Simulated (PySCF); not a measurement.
**Simulated absorption spectrum**

2-methylpentanoic acid, C6H12O2.
SMILES with atom numbers: `[CH3:1][CH2:2][CH2:3][C@H:4]([CH3:5])[C:6](=[O:7])[OH:8]` (hydrogens: H9, H10, H11 on C1; H12, H13 on C2; H14, H15 on C3; H16 on C4; H17, H18, H19 on C5; H20 on O8)

Computed, not measured: TDDFT PBE0/def2-SVPD, vertical, gas phase, core orbitals frozen in the response in PySCF. One conformer (not necessarily the lowest) at the GFN2-xTB geometry, without solvent, vibrations or thermal averaging. Torsions of this conformer, `[CH3:1][CH2:2][CH2:3][C@H:4]([CH3:5])[C:6](=[O:7])[OH:8]`: C1–C2–C3–C4 179°, C2–C3–C4–C5 -172°, C3–C4–C6–O7 35°, H–O8–C6–C4 -177°.

Computed states:

| state | E (eV) | f |
| --- | --- | --- |
| S1 | 5.90 | 0.0014 |
| S2 | 7.33 | 0.059 |
| S3 | 7.99 | 0.021 |
| S4 | 8.11 | 0.0030 |
| S5 | 8.26 | 0.0074 |
| S6 | 8.35 | 0.0052 |

Broadening: Gaussians 0.5 eV wide at half height, area fixed by f = 4.319×10⁻⁹ ∫ε dν̃. The width is an assumption, not a result. The curve ends short of the highest state used, and states not computed would add to its high-energy end.

(1) What does the envelope look like, and where are its maxima?

(2) On this curve, what absorbance would a 10⁻³ mol/L sample give at 222 nm over a 1 cm path?

(3) Coming from long wavelengths, where does ε first pass 100 L mol⁻¹ cm⁻¹?

## Answers

(1) 
λ (nm), ε (L mol⁻¹ cm⁻¹) and a bar:
```
    160.0       1112 ##########
    162.3       1409 #############
    164.6       2132 ####################
    166.9       2889 ###########################
    169.2       3194 ##############################
    171.6       2828 ###########################
    173.9       2050 ###################
    176.2       1234 ############
    178.5        625 ######
    180.8        271 ###
    183.1        101 #
    185.4         33 
    187.7         10 
    190.0          3 
    192.4          3 
    194.7          7 
    197.0         13 
    199.3         24 
    201.6         38 
    203.9         53 
    206.2         66 #
    208.5         75 #
    210.8         76 #
    213.2         71 #
    215.5         61 #
    217.8         48 
    220.1         35 
    222.4         24 
    224.7         16 
    227.0          9 
    229.3          5 
    231.6          3 
    234.0          1 
    236.3          1 
    238.6          0 
    240.9          0
```

Maxima: 210 nm (5.90 eV), ε about 77, made up of S1 (100%); 169 nm (7.33 eV), ε about 3200, made up of S2 (100%) (ε in L mol⁻¹ cm⁻¹; maxima over ε = 5, shares over 10%).

(2) 222 nm is 5.585 eV, where ε is about 26 L mol⁻¹ cm⁻¹, so A = ε c l ≈ 0.026 (Beer–Lambert, with the gas-phase spectrum and the assumed width).

(3) At about 183 nm (6.77 eV), 0.87 eV above S1.

Time: 79 s wall (grids of density and orbitals included); peak memory 1.0 GiB. Hardware: an Intel Xeon Platinum 8259CL at 2.50 GHz with one thread, shared host with 96 logical CPUs at a one-minute load of 37.
